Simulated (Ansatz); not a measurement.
Geometry optimisation, RHF/def2-SVP in Ansatz.

The input (input.yaml):

```yaml
crystal:
  periodic: [false, false, false]
  atoms:
    - { symbol: Ge, position_ang: [0.0, 0.0, 0.0] }
    - { symbol: Cl, position_ang: [0.0, 0.0, 2.57] }
    - { symbol: O, position_ang: [1.6691, 0.0, -0.5894] }
    - { symbol: H, position_ang: [1.9855, -0.9521, -0.7061] }
    - { symbol: O, position_ang: [-0.8337, 1.4443, -0.5894] }
    - { symbol: H, position_ang: [-1.7915, 1.2136, -0.8118] }
    - { symbol: O, position_ang: [-0.8337, -1.4443, -0.5894] }
    - { symbol: H, position_ang: [-1.2883, -1.91, 0.183] }
    - { symbol: P, position_ang: [1.3478, 2.0326, 0.8104] }
    - { symbol: H, position_ang: [2.4401, 1.5915, 1.6033] }
    - { symbol: H, position_ang: [1.8381, 2.7536, -0.3104] }
    - { symbol: H, position_ang: [0.8047, 1.2136, 2.0743] }
basis:
  gaussian: { orbitals: def2-SVP }
hamiltonian:
  xc: hf
relax:
  f_tol: 0.15
  max_steps: 25
  restrain:
    - { distance: [0, 8], at: 2.27, k: 30.0 }
    - { distance: [11, 1], at: 1.37, k: 30.0 }
    - { distance: [0, 1], at: 3.42, k: 30.0 }
    - { distance: [11, 8], at: 2.62, k: 30.0 }
```

Run as:

```bash
$ ansatz run input.yaml --threads 4 --pin off --max-ram 5120MiB --backend cpu --events-out ev --progress --plain --runs-dir out
```

Where does it end, and by what steps?

The forces met the threshold. The restraints hold the end off the free minimum; the threshold counts their pulls, which the force column leaves out. Restrained pairs: Ge1–P9 (2.57 → 2.28 Å), Cl2–H12 (1.54 → 1.32 Å), Ge1–Cl2 (2.57 → 3.44 Å), P9–H12 (1.60 → 2.62 Å). After 14 steps the energy has fallen by 5.885 eV (the restraints' own energy left out); H12 moved furthest, 1.35 Å.

```json
{"step": "0", "energy less start (eV)": "0.0000", "largest force component (eV/Å)": "6.182", "accepted": "yes"}
{"step": "1", "energy less start (eV)": "-0.7759", "largest force component (eV/Å)": "4.995", "accepted": "yes"}
{"step": "2", "energy less start (eV)": "-1.2418", "largest force component (eV/Å)": "6.817", "accepted": "yes"}
{"step": "3", "energy less start (eV)": "-2.2293", "largest force component (eV/Å)": "6.045", "accepted": "yes"}
{"step": "4", "energy less start (eV)": "-3.7859", "largest force component (eV/Å)": "3.135", "accepted": "yes"}
{"step": "5", "energy less start (eV)": "-4.5978", "largest force component (eV/Å)": "1.530", "accepted": "yes"}
{"step": "6", "energy less start (eV)": "-5.0077", "largest force component (eV/Å)": "1.972", "accepted": "yes"}
{"step": "7", "energy less start (eV)": "-5.3706", "largest force component (eV/Å)": "1.787", "accepted": "yes"}
{"step": "8", "energy less start (eV)": "-5.6487", "largest force component (eV/Å)": "1.653", "accepted": "yes"}
{"step": "9", "energy less start (eV)": "-5.8036", "largest force component (eV/Å)": "1.688", "accepted": "yes"}
{"step": "10", "energy less start (eV)": "-5.8689", "largest force component (eV/Å)": "1.521", "accepted": "yes"}
{"step": "11", "energy less start (eV)": "-5.8011", "largest force component (eV/Å)": "2.403", "accepted": "no"}
{"step": "12", "energy less start (eV)": "-5.8581", "largest force component (eV/Å)": "1.763", "accepted": "no"}
{"step": "13", "energy less start (eV)": "-5.8755", "largest force component (eV/Å)": "1.545", "accepted": "yes"}
{"step": "14", "energy less start (eV)": "-5.8848", "largest force component (eV/Å)": "1.493", "accepted": "yes"}
```

```xyz
12
Properties=species:S:1:pos:R:3
Ge 0.337 0.394 -0.279
Cl 0.238 -0.354 3.081
O 1.608 -0.240 -1.303
H 1.507 -1.144 -1.563
O -0.836 1.323 -1.204
H -1.372 0.841 -1.815
O -0.478 -1.075 0.205
H -1.072 -1.051 0.938
P 1.184 2.029 1.072
H 2.445 1.429 1.270
H 1.555 2.834 -0.023
H 0.222 0.956 3.265
```

Run time: 30 s on 4 threads of Arm Neoverse V1 (shared host), peak memory 0.39 GiB.
